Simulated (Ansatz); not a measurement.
`C=CC1=CC1` + `O[SiH3]` → `[SiH3]OC1=CC1` + `C=C`  (substitution at a C–C bond)

Gas-phase electronic energies from Ansatz, PBE0-D4/def2-TZVP geometries. CCSD(T)/CBS adds triple-zeta CCSD(T) − MP2 to the extrapolated MP2 energy (def2 sets, frozen cores). This one scheme is used for every species. DFT in def2-TZVPP. B3LYP here is the variant with VWN-RPA as its local correlation; programs differ in this. Each species was taken in one conformer, which may not be the lowest.

```json
{"level": "r2SCAN-D4", "ΔE (kJ/mol)": "73.5", "difference from CCSD(T)/CBS": "-1.1"}
{"level": "B3LYP-D4", "ΔE (kJ/mol)": "68.8", "difference from CCSD(T)/CBS": "-5.8"}
{"level": "ωB97X-V", "ΔE (kJ/mol)": "64.5", "difference from CCSD(T)/CBS": "-10.1"}
{"level": "B3LYP", "ΔE (kJ/mol)": "69.8", "difference from CCSD(T)/CBS": "-4.8"}
{"level": "SCS-MP2/def2-TZVPP", "ΔE (kJ/mol)": "73.9", "difference from CCSD(T)/CBS": "-0.7"}
{"level": "CCSD(T)/def2-TZVPP", "ΔE (kJ/mol)": "70.7", "difference from CCSD(T)/CBS": "-3.9"}
{"level": "HF/def2-QZVPP", "ΔE (kJ/mol)": "64.9", "difference from CCSD(T)/CBS": "-9.7"}
{"level": "MP2/def2-QZVPP", "ΔE (kJ/mol)": "81.4", "difference from CCSD(T)/CBS": "6.8"}
{"level": "SCS-MP2/def2-QZVPP", "ΔE (kJ/mol)": "76.1", "difference from CCSD(T)/CBS": "1.5"}
{"level": "HF/CBS(def2)", "ΔE (kJ/mol)": "64.9", "difference from CCSD(T)/CBS": "-9.7"}
{"level": "CCSD(T)/CBS", "ΔE (kJ/mol)": "74.6", "difference from CCSD(T)/CBS": "0"}
```

Largest T1 diagnostic among the species: 0.012.

In def2-TZVPP, CCSD(T) changes the Hartree–Fock value by +5.8 kJ/mol (the triples alone add +1.1 kJ/mol) and MP2 by +14.3 kJ/mol.
